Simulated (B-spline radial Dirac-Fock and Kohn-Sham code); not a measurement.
System: Si¹²⁺, configuration 1s2. Model: Dirac-Hartree-Slater photoionisation with all multipoles and Dirac-Fock thresholds. Program: a radial B-spline solver.

Q: Which of the sources Mg Kα (1253.6 eV), Ag Lα (2984.4 eV), Cu Kα (8047.8 eV), Ag Kα (22162.9 eV) can ionise the 1s level, and how does the cross section change among them?

A: The computed threshold is 2436.4 eV, above Mg Kα; the others can ionise it. Cross sections: Ag Lα 43.3 kb, Cu Kα 2.85 kb, Ag Kα 0.134 kb. From the first to the last it falls by a factor of 320.
